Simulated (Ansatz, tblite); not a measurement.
Cost and result up the ladder for `C=CC12CC3CC(CC(C3)C1)C2` (30 atoms). The state is a singlet with charge 0. Geometry: r2SCAN-D4/def2-SVP.

```xyz
30

C     1.488    3.159   -0.071
C     1.709    1.854    0.122
C     0.703    0.737    0.053
C     0.671   -0.003    1.415
C    -0.300   -1.192    1.362
C     0.156   -2.177    0.274
C     0.172   -1.466   -1.088
C    -1.240   -0.956   -1.416
C    -1.694    0.030   -0.329
C    -1.711   -0.682    1.033
C    -0.721    1.218   -0.275
C     1.142   -0.277   -1.033
H     2.303    3.885    0.004
H     0.496    3.555   -0.309
H     2.732    1.521    0.357
H     0.369    0.706    2.206
H     1.689   -0.353    1.667
H    -0.307   -1.699    2.343
H    -0.526   -3.046    0.240
H     1.163   -2.566    0.512
H     0.505   -2.171   -1.871
H    -1.243   -0.460   -2.403
H    -1.945   -1.804   -1.478
H    -2.707    0.401   -0.566
H    -2.424   -1.526    1.011
H    -2.056    0.013    1.819
H    -1.053    1.944    0.490
H    -0.718    1.749   -1.244
H     1.180    0.234   -2.012
H     2.167   -0.630   -0.814
```

Ansatz on 4 threads of Arm Neoverse V1 on a shared host; xTB runs through tblite on one thread. Times are rough, summed over both states, and most runs start from the orbitals of an earlier one. PBE0-D4/def2-SVP serves as the yardstick here, not as an exact answer. The other state is a triplet.

The xTB rows come from tblite.

xTB has no spin-polarisation term.

| level | functions | wall time | vertical triplet (eV) | difference from PBE0-D4/def2-SVP (eV) |
| --- | --- | --- | --- | --- |
| GFN2-xTB | 66 | 0.03 s | 5.18 | 0.88 |
| GFN1-xTB | 84 | 0.047 s | 5.12 | 0.81 |
| PBE-D4/def2-SVP | 258 | 20 s | 4.48 | 0.17 |
| PBE0-D4/def2-SVP | 258 | 38 s | 4.31 | 0.00 |
